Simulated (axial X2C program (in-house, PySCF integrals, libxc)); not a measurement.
## Nuclear properties of ScBr⁻

Calculated with an in-house all-electron X2C program for linear molecules (integrals from PySCF): two-component X2C with atomic mean-field Coulomb and Gaunt terms, Gaussian nuclei, basis Br dyall-acv3z, Sc dyall-acv3z with contracted cores.

R = 2.617 Å (near the PBE0 minimum at charge -1 of the determinant lowest at the starting distance; the state shown can have its own minimum elsewhere).

Determinant lowest in the PBE0 search, Ω = 3/2 (⟨Sz⟩ = -0.50, ⟨Lz⟩ = 2.00 at PBE0), spin on the atoms Br 0.01, Sc -0.51:

| level | Eeff magnitude (GV/cm) | Ws magnitude Br (kHz) | Ws magnitude Sc (kHz) | A∥/gI Br (MHz) | qzz Br (a.u.) | A∥/gI Sc (MHz) | qzz Sc (a.u.) |
| --- | --- | --- | --- | --- | --- | --- | --- |
| PBE0 | 0.123 | 0.0209 | 0.0144 | -2.24 | 0.58 | 130 | -0.14 |
| HF | 0.0924 | 0.0237 | 0.00155 | -21.4 | 0.22 | 77.4 | -0.23 |
| PBE | 0.191 | 0.0353 | 0.0195 | 4.86 | 0.70 | 135 | -0.11 |
| LDA | 0.155 | 0.0348 | 0.00999 | 8.36 | 0.72 | 154 | -0.03 |
| r2SCAN | 0.257 | 0.0432 | 0.0306 | 4.58 | 0.62 | 67.8 | -0.27 |

Determinant 0.02 eV from it at PBE0 and this distance, Ω = 5/2 (⟨Sz⟩ = 0.50, ⟨Lz⟩ = 2.00 at PBE0), spin on the atoms Br -0.01, Sc 0.51:

```json
{"level": "PBE0", "Eeff magnitude (GV/cm)": "0.123", "Ws magnitude Br (kHz)": "0.0126", "Ws magnitude Sc (kHz)": "0.00858", "A∥/gI Br (MHz)": "0.695", "qzz Br (a.u.)": "0.58", "A∥/gI Sc (MHz)": "110", "qzz Sc (a.u.)": "-0.14"}
{"level": "HF", "Eeff magnitude (GV/cm)": "0.085", "Ws magnitude Br (kHz)": "0.0139", "Ws magnitude Sc (kHz)": "1.22e-08", "A∥/gI Br (MHz)": "10.3", "qzz Br (a.u.)": "0.22", "A∥/gI Sc (MHz)": "133", "qzz Sc (a.u.)": "-0.23"}
{"level": "PBE", "Eeff magnitude (GV/cm)": "0.193", "Ws magnitude Br (kHz)": "0.0213", "Ws magnitude Sc (kHz)": "0.0118", "A∥/gI Br (MHz)": "-1.69", "qzz Br (a.u.)": "0.71", "A∥/gI Sc (MHz)": "102", "qzz Sc (a.u.)": "-0.12"}
{"level": "LDA", "Eeff magnitude (GV/cm)": "0.156", "Ws magnitude Br (kHz)": "0.021", "Ws magnitude Sc (kHz)": "0.00605", "A∥/gI Br (MHz)": "-3.76", "qzz Br (a.u.)": "0.72", "A∥/gI Sc (MHz)": "94.2", "qzz Sc (a.u.)": "-0.03"}
{"level": "r2SCAN", "Eeff magnitude (GV/cm)": "0.258", "Ws magnitude Br (kHz)": "0.0261", "Ws magnitude Sc (kHz)": "0.0185", "A∥/gI Br (MHz)": "-1.53", "qzz Br (a.u.)": "0.63", "A∥/gI Sc (MHz)": "138", "qzz Sc (a.u.)": "-0.28"}
```

Eeff is the effective electric field on the electron electric dipole moment in this Ω state and Ws the scalar–pseudoscalar constant of the nucleus named (defined with the proton number Z and per Ω); A∥ (defined per Ω) follows by multiplying with gI = μI/(I μN); qzz is the electric field gradient, eQq0 = 234.96 MHz × Q/barn × qzz. The operators were transformed with the bare-nucleus X2C matrices; with these basis sets, hyperfine constants and field gradients can be off by tens of per cent, and where levels differ in sign neither size nor sign is settled.

Each state is one determinant with collinear spin. Unrestricted Hartree–Fock can overshoot spin polarisation at the nuclei. In the state Ω = 3/2 the sign of Eeff differs between levels (HF against PBE0). In the state Ω = 5/2 the sign of Eeff differs between levels (HF against PBE0). For an anion, determinants above electron detachment, or with a positive highest level, are held by the basis set. Where Eeff spreads by more than a factor of two the levels disagree and none is to be relied on. States lie within half an eV, so the first need not be the ground state. The sign of Ws at Br differs between levels in the first state. The sign of Ws at Sc differs between levels in the first state. The sign of Ws at Br differs between levels in the second state. The sign of Ws at Sc differs between levels in the second state. Further determinants of the search, some of them spin-mixed, are not shown. Where a field gradient or hyperfine factor spreads by more than a factor of two over the levels, a constant derived from it is not to be relied on. PBE0 term energies can be off by some tenths of an eV.
